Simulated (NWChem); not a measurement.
O[SiH2]O (SiH$_{4}$O$_{2}$), optimised at PBE0/def2-SVP with NWChem:

| Item | Result |
|---|---|
| highest occupied level (eV) | -8.74 |
| orbital gap (eV) | 9.99 |
| dipole (D) | 1.05 |
| highest harmonic frequency (cm⁻¹) | 3931 |
| zero-point energy (kcal/mol) | 28.7 |

All stand in one matching conformer (torsions within 35°), which need not be the lowest.

Question: One O atom is replaced by S, giving O[SiH2]S (SiH$_{4}$SO), optimised at the same level. How do these values move?

Answer: 
```
quantity                           new value  change
---------------------------------  ---------  ------
highest occupied level (eV)            -7.54   +1.20
orbital gap (eV)                        8.39   -1.60
dipole (D)                              0.85   -0.20
highest harmonic frequency (cm⁻¹)       3923      -8
zero-point energy (kcal/mol)            25.8    -2.9
```
